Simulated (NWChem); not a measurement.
CH6BeOSSi; SMILES C[S][Be][O][SiH3]

```xyz
11

Be     0.3385     0.2502     0.2008
S      0.6405     2.1222     0.3392
C     -1.0148     2.7874    -0.0820
H     -1.3228     2.5052    -1.0978
H     -0.9326     3.8816    -0.0381
H     -1.7784     2.4695     0.6407
O      0.1336    -1.1483     0.1035
Si    -0.1067    -2.7785     0.0065
H     -1.2650    -3.0676    -0.8913
H     -0.3940    -3.3376     1.3613
H      1.1122    -3.4422    -0.5447
```
Atoms are numbered in this order, from 1.

All runs: NWChem. Pople sets run with spherical d functions. Structure relaxed at the PBE0/def2-SVP level. Vzz is the largest principal value of the second derivative of the potential at the nucleus (NWChem prints the opposite sign); η is the asymmetry. Non-relativistic.

For level PBE/6-31G*:

- Vzz Be1 (a.u.) = -0.167
- η S2 = 0.63
- Vzz O7 (a.u.) = 0.656

Problem. Estimate the same quantities for level PBE/cc-pVTZ.

Solution. 
| Item | Value |
|---|---|
| Vzz Be1 (a.u.) | -0.187 |
| η S2 | 0.52 |
| Vzz O7 (a.u.) | 0.695 |
